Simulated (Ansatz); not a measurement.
Consider the substitution at a C–Cl bond: `ClC=[Se]` + H₂S → `SC=[Se]` + HCl.

Isolated molecules relaxed with PBE0-D4/def2-TZVP in Ansatz; ΔE leaves out vibrations. CCSD(T)/CBS is the MP2 limit (def2-TZVPP, def2-QZVPP) plus CCSD(T) − MP2 in def2-TZVPP, frozen cores. This one scheme is used for every species. DFT in def2-TZVPP. B3LYP here is the variant with VWN-RPA as its local correlation; programs differ in this. HSE06 is defined as in plane-wave codes. For Se outer-core shells are correlated without core-valence functions, which leaves a few kJ/mol of doubt a bond. Scalar relativity is left out up to krypton. Each species was taken in one conformer, which may not be the lowest.

`ClC=[Se]`:

Cartesian coordinates in Å:
```
Cl 0.038 1.617 -0.260
C 0.080 -0.058 0.069
Se -1.033 -1.256 -0.528
H 0.914 -0.303 0.720
```

H₂S:

```xyz
3

S     0.188    0.584    0.084
H    -0.945    0.029   -0.371
H     0.757   -0.613    0.287
```

`SC=[Se]`:

Z-matrix (Å, degrees):
```
C
S 1 1.707
Se 1 1.762 2 129.3
H 1 1.090 2 110.4 3 180.0
H 2 1.347 1 96.6 3 0.0
```

HCl:

Z-matrix (Å, degrees):
```
Cl
H 1 1.279
```

```csv
level,ΔE (kJ/mol),difference from CCSD(T)/CBS
LDA (SPW92),-45.9,-5.4
PBE-D4,-43.4,-2.9
revPBE-D4,-43.8,-3.3
BLYP-D4,-41.9,-1.4
r2SCAN-D4,-45.4,-4.9
B97M-V,-45.0,-4.5
PBE0-D4,-44.9,-4.4
B3LYP-D4,-43.3,-2.8
r2SCANh-D4,-45.7,-5.2
r2SCAN0-D4,-46.2,-5.7
HSE06-D4,-45.1,-4.6
BHLYP-D4,-44.7,-4.2
CAM-B3LYP-D4,-41.5,-1.0
ωB97X-V,-39.8,0.7
B2PLYP,-41.8,-1.3
PBE-QIDH,-44.7,-4.2
PBE,-41.9,-1.4
revPBE,-40.2,0.3
BLYP,-38.7,1.8
r2SCAN,-45.0,-4.5
PBE0,-43.6,-3.1
B3LYP,-40.8,-0.3
r2SCANh,-45.4,-4.9
r2SCAN0,-45.7,-5.2
BHLYP,-42.4,-1.9
LC-ωPBE,-40.5,0.0
RPA@PBE/def2-TZVPP,-39.2,1.3
HF/def2-SVP,-42.1,-1.6
MP2/def2-SVP,-42.4,-1.9
CCSD/def2-SVP,-38.8,1.7
CCSD(T)/def2-SVP,-39.6,0.9
MP2/def2-TZVPP,-42.6,-2.1
SCS-MP2/def2-TZVPP,-39.2,1.3
CCSD/def2-TZVPP,-39.9,0.6
HF/def2-QZVPP,-41.3,-0.8
MP2/def2-QZVPP,-42.4,-1.9
SCS-MP2/def2-QZVPP,-39.3,1.2
HF/CBS(def2),-41.2,-0.7
MP2/CBS(def2),-42.6,-2.1
CCSD/CBS(def2),-39.9,0.6
CCSD(T)/CBS,-40.5,0
```

Largest T1 diagnostic among the species: 0.017.

Leaving LDA and LC-ωPBE aside and taking each functional with its dispersion term where it has one, the values spread over 6.3 kJ/mol, from r2SCAN0-D4 to ωB97X-V. LDA lies −4.1 kJ/mol from PBE without D4. From BLYP to BHLYP (50 % exact exchange), in def2-TZVPP and without D4, ΔE moves by −3.7 kJ/mol.
